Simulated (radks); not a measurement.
Values are calculated unless marked as measured or tabulated.
Q: Spherical quantum dot in the effective-mass picture: electrons in a hard-walled sphere of unknown radius, all in effective atomic units (hartree* = m*/eps^2 hartree, bohr* = eps/m* bohr), one dielectric constant everywhere. Level of theory: non-relativistic Kohn-Sham, LDA (Slater exchange, Perdew-Wang correlation), spin-polarised, spherical densities (a radial shooting solver with Libxc functionals). Levels are named by radial order and angular momentum (1s, 1p, 1d, 2s, ...), and open shells are averaged over m. Each electron was tried in the lowest free levels, single moves between levels near the top were tried too, and the lowest total energy was kept; such a search can miss a lower state. The values of mu = E(N) - E(N-1) (hartree*) for N = 2 to 12 are 0.16694, 0.30548, 0.41193, 0.51987, 0.64782, 0.75260, 0.85829, 1.0002, 1.1046, 1.2092, 1.3139. Estimate radius.

A: radius = 10.9 (effective atomic units). The first electron has mu near pi^2/(2 R^2) without a central charge, and the charging energy goes as 1/R.
